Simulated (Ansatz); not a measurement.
Reaction (substitution at a C–Si bond): `C[Si](N)(S)Cl` + `[SH][GaH2]` → `C[S][GaH2]` + `N[SiH](S)Cl`

Isolated molecules relaxed with PBE0-D4/def2-TZVP in Ansatz; ΔE leaves out vibrations. CCSD(T)/CBS adds triple-zeta CCSD(T) − MP2 to the extrapolated MP2 energy (def2 sets, frozen cores). For Ga outer-core shells are correlated without core-valence functions, which leaves a few kJ/mol of doubt a bond. Scalar relativity is left out up to krypton. One conformer a species, not always the lowest.

`C[Si](N)(S)Cl`:

```xyz
11

C     1.014   -0.225   -1.087
Si   -0.342   -0.378    0.164
N    -1.088    1.139    0.364
S     0.266   -1.085    2.079
Cl   -1.609   -1.886   -0.482
H     0.615    0.117   -2.046
H     1.493   -1.192   -1.244
H     1.768    0.489   -0.749
H    -1.277    1.718   -0.439
H    -1.787    1.261    1.080
H     0.946    0.041    2.361
```

`[SH][GaH2]`:

Z-matrix (Å, degrees):
```
Ga
S 1 2.199
H 1 1.559 2 115.2
H 1 1.560 2 118.1 3 -180.0
H 2 1.343 1 95.0 3 180.0
```

`C[S][GaH2]`:

```xyz
8

C    -0.177   -0.650   -1.212
S    -1.262    0.009    0.089
Ga    0.144    0.827    1.547
H    -0.361   -1.718   -1.318
H     0.874   -0.489   -0.975
H    -0.412   -0.152   -2.153
H     1.664    0.689    1.201
H    -0.472    1.484    2.820
```

`N[SiH](S)Cl`:

Cartesian coordinates in Å:
```
N -0.733 0.491 1.113
Si 0.426 -0.036 -0.005
S -0.476 -1.659 -1.035
Cl 1.032 1.351 -1.417
H -0.461 1.021 1.925
H -1.680 0.685 0.830
H 1.652 -0.375 0.745
H 0.239 -1.477 -2.157
```

| species | CCSD(T)/CBS(def2) energy (Eh) |
| --- | --- |
| `C[Si](N)(S)Cl` | -1243.14266 |
| `[SH][GaH2]` | -2323.53734 |
| `C[S][GaH2]` | -2362.79177 |
| `N[SiH](S)Cl` | -1203.86139 |

(1) Work out ΔE.

Largest T1 diagnostic among the species: 0.013.

Answers

(1) ΔE = (-2362.79177) + (-1203.86139) − (-1243.14266) − (-2323.53734) = 0.02684 Eh = +70.5 kJ/mol.

The D4 term adds +3.4 kJ/mol with B3LYP and +2.2 kJ/mol with PBE0; it sums over pairs of atoms, weighted by their polarisabilities, and B3LYP, whose exchange is more repulsive, gets the larger term. In def2-TZVPP, CCSD(T) changes the Hartree–Fock value by +3.9 kJ/mol (the triples alone add −0.7 kJ/mol) and MP2 by +5.2 kJ/mol.

B3LYP here is the variant with VWN-RPA as its local correlation; programs differ in this.
